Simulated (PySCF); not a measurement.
Ga(F)3 anion (F₃Ga), SMILES [F][Ga]([F])[F] (connectivity only; charge and spin as stated), charge -1, multiplicity 2.

Geometry: B3LYP-D3(BJ)/def2-SVPD. The multiplicity is an assumed one; other spin states were not compared. The isomer is the one that the SMILES or the coordinates give; other isomers of the formula were not compared.

These are PySCF with IEF-PCM-ωB97X/def2-SVPD values and carry that method's errors.

The values are the electrostatic part of the solvation free energy, E(continuum) − E(gas) at the gas-phase geometry, in a cavity of scaled van der Waals radii (PySCF's table); cavitation and dispersion terms are not included. A continuum can't describe solvent molecules that bind to the metal.

Estimate the values in water (ε = 78.36), cyclohexanone (ε = 15.62), tetrahydrofuran (ε = 7.43). (An estimate is asked for; the answer gives what the named calculation found.)


```tsv
solvent	ε	ΔG(elec) (kcal/mol)
water	78.36	-57.2
cyclohexanone	15.62	-54.1
tetrahydrofuran	7.43	-49.9
```
